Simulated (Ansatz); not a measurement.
`C=[C]1[O][Al]1[OH]` and `C=[C]1[O][Al]1[CH3]` differ in one atom or group.

Ansatz, PBE0-D4/def2-TZVP geometries, multiplicity 1. Each molecule was computed in one conformer, which needn't be the lowest.

```
                                          property  `C=[C]1[O][Al]1[OH]`
size of the dipole moment (ωB97M-V/def2-TZVPP) / D                  4.05
                 HOMO energy (PBE/def2-TZVPP) / eV                 -5.32
               HOMO–LUMO gap (PBE/def2-TZVPP) / eV                  3.00
                HOMO energy (PBE0/def2-TZVPP) / eV                 -6.44
                LUMO energy (PBE0/def2-TZVPP) / eV                 -1.48
             LUMO energy (ωB97M-V/def2-TZVPP) / eV                  0.17
```

(1) What does the change do to each property? (An estimate is asked.)

Results:

(1) The calculation gave: 
```
                                          property  `C=[C]1[O][Al]1[CH3]`  shift
size of the dipole moment (ωB97M-V/def2-TZVPP) / D                   4.30   0.25
                 HOMO energy (PBE/def2-TZVPP) / eV                  -5.06   0.26
               HOMO–LUMO gap (PBE/def2-TZVPP) / eV                   3.42   0.42
                HOMO energy (PBE0/def2-TZVPP) / eV                  -6.16   0.28
                LUMO energy (PBE0/def2-TZVPP) / eV                  -0.87   0.61
             LUMO energy (ωB97M-V/def2-TZVPP) / eV                   0.65   0.48
```

With PBE0 the HOMO rises by 0.28 eV and the LUMO rises by 0.61 eV, so the gap widens by about 0.33 eV. PBE moves the HOMO by 0.26 eV and ωB97M-V by 0.27 eV. Dipoles are sizes alone; their direction can turn.
